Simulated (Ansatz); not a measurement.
C4H9NaO, charge +1, doublet, at the geometry of the source list (a state made from the parent by changing its charge; the spin is typed, not shown lowest); HF/STO-3G (Ansatz, a quantum-chemistry and plane-wave program).

Input for Ansatz:
Ansatz 0.2 input:
```yaml
crystal:
  periodic: [false, false, false]
  atoms:
    - {symbol: Na, position_ang: [1.75540000, 2.12710000, 1.42110000]}
    - {symbol: O, position_ang: [0.33980000, 0.98330000, 1.23090000]}
    - {symbol: C, position_ang: [-0.00320000, 0.13190000, 0.22460000]}
    - {symbol: C, position_ang: [1.09250000, -0.92960000, -0.01160000]}
    - {symbol: C, position_ang: [-1.31440000, -0.60360000, 0.59010000]}
    - {symbol: C, position_ang: [-0.23230000, 0.89090000, -1.10010000]}
    - {symbol: H, position_ang: [0.79550000, -1.64270000, -0.77630000]}
    - {symbol: H, position_ang: [1.27870000, -1.46100000, 0.91880000]}
    - {symbol: H, position_ang: [2.01770000, -0.43470000, -0.32360000]}
    - {symbol: H, position_ang: [-1.16720000, -1.15260000, 1.51560000]}
    - {symbol: H, position_ang: [-1.61260000, -1.29120000, -0.19690000]}
    - {symbol: H, position_ang: [-2.09990000, 0.12920000, 0.74920000]}
    - {symbol: H, position_ang: [0.69920000, 1.37720000, -1.40690000]}
    - {symbol: H, position_ang: [-0.98950000, 1.65590000, -0.94480000]}
    - {symbol: H, position_ang: [-0.55990000, 0.22000000, -1.89000000]}
basis:
  gaussian:
    orbitals: STO-3G
hamiltonian:
  xc: hf
total_charge: 1
magnetization: {spin_polarized: true, initial_magnetization: 1}
```

What does Ansatz print? Leave out banner, timings and long lists.


```
Functional definition: HF
576 factors; integrals over basis functions are off by at most 6.0e-5 eV
mean field evaluation 1: about -10566.4424 eV, gradient 2.2e1 eV
mean field evaluation 2: about -10566.7660 eV, gradient 2.2e1 eV
mean field evaluation 4: about -10571.8928 eV, gradient 4.7e0 eV
mean field evaluation 8: about -10572.3492 eV, gradient 1.8e-1 eV
mean field evaluation 16: about -10572.3509 eV, gradient 7.4e-6 eV
mean field evaluation 32: about -10572.1407 eV, gradient 6.8e-2 eV
mean field evaluation 64: about -10563.7448 eV, gradient 8.2e0 eV
mean field -10572.35088201 eV, -388.5267287170 hartree, gradient 7.4e-6 eV, S^2 0.755510; 2 other end points of the search recorded, 0 dependent functions left out
reference -10572.35088201 eV, -388.5267287170 hartree; 26, 25 occupied and 17, 18 virtual orbitals, 576 factors
Total energy: -10572.35088201 eV, -388.5267287170 hartree
```
